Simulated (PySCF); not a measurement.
C3H7O2, SMILES C[C](O)CO, multiplicity 2.

The structure is a stationary point at B3LYP-D3(BJ)/def2-SVP. The isomer is the one that the SMILES or the coordinates give; other isomers of the formula were not compared. One conformer was computed; it need not be the lowest.

The numbers are results of TDA-PBE/def2-SVPD (PySCF), not measurements.

Vertical excitations. Isolated molecule, no solvent.

Give excitation energies, oscillator strengths and character. (An estimate is asked for; the answer gives what the named calculation found.)


| state | energy (eV) | λ (nm) | f | main pairs |
|---|---|---|---|---|
| root 1 | 3.18 | 390 | 0.002 | α HOMO→LUMO 100 % |
| root 2 | 4.16 | 298 | 0.007 | α HOMO→LUMO+1 94 %, β HOMO→LUMO 5 % |
| root 3 | 4.34 | 286 | 0.007 | α HOMO→LUMO+1 5 %, β HOMO→LUMO 94 % |
| root 4 | 4.47 | 277 | 0.000 | α HOMO→LUMO+2 100 % |
| root 5 | 4.92 | 252 | 0.010 | α HOMO→LUMO+3 99 % |
| root 6 | 5.39 | 230 | 0.005 | α HOMO→LUMO+4 100 % |
| root 7 | 5.72 | 217 | 0.005 | β HOMO−1→LUMO 96 % |
| root 8 | 5.76 | 215 | 0.015 | α HOMO→LUMO+5 97 % |
| root 9 | 5.81 | 214 | 0.000 | α HOMO−1→LUMO 36 %, β HOMO→LUMO+1 63 % |
| root 10 | 5.96 | 208 | 0.006 | α HOMO−1→LUMO 63 %, β HOMO→LUMO+1 36 % |
Unrestricted roots are not spin-pure.
